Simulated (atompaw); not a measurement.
Cutoff test, antimony (Sb), PAW (atompaw)

```
Element                 : Sb (Z = 51)
Generator               : atompaw 4.2.0.5
Type                    : PAW
Functional              : PBE
Relativity              : non-relativistic
Frozen core             : [Kr]
Valence charge          : 15
Reference configuration : 4d10 5s2 5p3
Partial waves           : 5s (bound): rc 2.40 bohr; 5s channel at 2.3 Ry: rc 2.40 bohr; 5p (bound): rc 2.40 bohr; 5p channel at 1.7 Ry: rc 2.40 bohr; 4d (bound): rc 1.35 bohr; 4d channel at -1.1 Ry: rc 1.35 bohr
Local potential         : troulliermartins scheme with l = 3 at 0.5 Ry, radius 2.00 bohr
Core correction         : smooth core density matched at 2.05 bohr
Augmentation charge     : besselshape compensation charge, radius 2.00 bohr; PAW radius 2.40 bohr; waves and projectors: custom rrkj vanderbiltortho
```

The pseudo-atom Hamiltonian at the reference potential is diagonalised in spherical Bessel functions j_l(qr) that vanish at 20 bohr, with q² up to the cutoff. All-electron valence levels (Ry): 5s -0.8744, 5p -0.3600, 4d -2.5906.

Question: How do the lowest levels (Ry) of each channel move with the cutoff, and are there ghosts?

Answer:

| cutoff (Ry) | s #1 | s #2 | p #1 | d #1 | f #1 | Σ f·Δε (mRy) |
| --- | --- | --- | --- | --- | --- | --- |
| 8 | -0.8744 | -0.0312 | -0.3597 | -0.1593 | 0.1092 | 24314.2 |
| 18 | -12.9734 | -0.8744 | -0.3600 | -1.4107 | 0.1092 | 11799.0 |
| 40 | -18.9206 | -0.8744 | -0.3600 | -2.5248 | 0.1092 | 657.9 |
| 60 | -18.9472 | -0.8744 | -0.3600 | -2.5891 | 0.1092 | 15.1 |
| 110 | -18.9764 | -0.8744 | -0.3600 | -2.5904 | 0.1092 | 1.4 |
| 180 | -18.9765 | -0.8744 | -0.3600 | -2.5906 | 0.1092 | 0.2 |
| 400 | -18.9766 | -0.8744 | -0.3600 | -2.5906 | 0.1092 | 0.0 |

Result: ghost states, extra bound levels that the all-electron valence spectrum of the same l lacks: s at -258.2 eV, p at -4.2 eV (a true bound ghost makes a file unfit for plane-wave use); 10 mRy is reached at 80 Ry and 1 mRy at 140 Ry.
